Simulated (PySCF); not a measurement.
[Dy(NH3)3]3+: from a saddle point downhill

PySCF 2.14.0, RKS B3LYP, Dy lcecp-1-SVP with ECP55, N def2-SVP, H def2-SVP; non-relativistic Hamiltonian with scalar-relativistic core potentials where named; density fitting; no spin-orbit coupling. Relaxed within the symmetry of its start, the geometry (C3h) is

```xyz
13

Dy    0.0000    0.0000    0.0000
N     2.4213    0.0010    0.0000
H     2.8715   -0.4690    0.8107
H     2.8715   -0.4690   -0.8107
H     2.8718    0.9373    0.0000
N    -1.2115    2.0964    0.0000
H    -1.0296    2.7213    0.8107
H    -1.0296    2.7213   -0.8107
H    -2.2476    2.0185    0.0000
N    -1.2098   -2.0974    0.0000
H    -1.8419   -2.2523    0.8107
H    -1.8419   -2.2523   -0.8107
H    -0.6242   -2.9557    0.0000
```

and its lowest harmonic modes are -48, -46, -46, -42, 80, 80 cm⁻¹ (negative: unstable). It was moved along the lowest mode and relaxed again, within the group C3 that the move left.

Q: Where does it end, and how much lower?

A: In C3, 0.046 eV lower, after 18 steps:
```xyz
13

Dy    0.0000    0.0000   -0.7875
N     2.2767   -0.0005    0.0063
H     2.4883   -0.6391    0.7981
H     2.9845   -0.2758   -0.7047
H     2.6369    0.9133    0.3442
N    -1.1379    1.9720    0.0063
H    -0.6907    2.4745    0.7981
H    -1.2534    2.7226   -0.7047
H    -2.1094    1.8270    0.3442
N    -1.1388   -1.9714    0.0063
H    -1.7976   -1.8354    0.7981
H    -1.7311   -2.4468   -0.7047
H    -0.5275   -2.7403    0.3442
```

Q: How do the contacts change?

A: 
| contact | saddle (Å) | end (Å) |
| --- | --- | --- |
| Dy1–N2 (NH3) | 2.421 | 2.411 |
| Dy1–N6 (NH3) | 2.421 | 2.411 |
| Dy1–N10 (NH3) | 2.421 | 2.411 |


Q: Is the end a minimum?

A: Probably not: 3 of the modes stay unstable (below −25 cm⁻¹), though so soft as to be near the noise; lowest modes -29, -29, -26, 58, 80, 80 cm⁻¹.

An lcecp potential fixes the number of 4f electrons, so in runs with it no electron can move into or out of that shell.

State: singlet in the valence, with the 4f electrons in the core potential.
